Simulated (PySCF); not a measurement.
Spin–orbit doublets of 2p levels

Compound: GeCl3(NHtBu), C4H10Cl3GeN.
Geometry (PBE0-D3(BJ)/def2-SVP, Å), atoms numbered from 1 in this order:
```
atom  x, y, z in Å
Ge1    1.0709    1.0983    1.8305
Cl2    0.3417    1.6742    3.7555
Cl3    2.9327    0.0842    2.1017
Cl4    1.5171    2.8937    0.7287
N5    -0.1843    0.0558    1.0954
C6    -0.3097   -0.3058   -0.3234
C7     1.0829   -0.4541   -0.9308
C8    -1.0429   -1.6458   -0.3829
C9    -1.0997    0.7660   -1.0803
H10   -1.0760    0.1338    1.5783
H11    1.0042   -0.7757   -1.9792
H12    1.6293    0.5027   -0.9256
H13    1.6775   -1.1990   -0.3819
H14   -0.4736   -2.4180    0.1544
H15   -1.1831   -1.9690   -1.4254
H16   -2.0390   -1.5679    0.0817
H17   -0.5837    1.7361   -1.0278
H18   -2.1037    0.8889   -0.6438
H19   -1.2236    0.4950   -2.1403
```

Computed, not measured: PySCF 2.14.0, delta-SCF UKS SCAN, pcX-2 on the ionised atom, pcseg-1 elsewhere, spin-free X2C. Binding energies are ΔSCF values: E(core-ionised, relaxed orbitals) − E(ground state) at a fixed geometry, referred to the vacuum level. The 2p values add to the ΔSCF energy of one spin-free hole a correction within the shell (spin–orbit coupling, ligand field). The splitting includes the ligand field, and 2p3/2 is the mean of two sublevels.

When a 2p electron fills a 1s hole, the emitted photon carries the energy difference of the two hole states (Kα1 from 2p3/2, Kα2 from 2p1/2), here at the ground state's geometry.

| atom | Kα1 (eV) | Kα2 (eV) | 2p3/2 binding energy (eV) |
| --- | --- | --- | --- |
| Cl2/Cl3/Cl4 | 2622.59 | 2620.93 | 205.98 |

What are the 1s and 2p1/2 binding energies?

1s = Kα1 + 2p3/2, and 2p1/2 = 1s − Kα2:

```json
{"atom": "Cl2/Cl3/Cl4", "environment": "chlorine bonded to Ge", "1s (eV)": "2828.57", "2p1/2 (eV)": "207.64"}
```

And the 1s levels of the other atoms?

C7/C8/C9 (carbon bonded to C and 3 H) 290.76 eV; C6 (carbon bonded to 3 C and N) 292.00 eV; N5 (nitrogen bonded to C, Ge and H) 404.88 eV.

Topologically equivalent atoms share the value of their first member; where this conformer doesn't relate them by symmetry, their own values could differ. No level of germanium is listed. Geometry: PBE0-D3(BJ)/def2-SVP; no solvent, vibrations or thermal averaging.

The run took 54 s wall, 2.4 min CPU on AMD EPYC 7B13, 2 threads, shared host with 96 logical CPUs at a one-minute load of 17, and the process peaked at 1.1 GiB of memory.
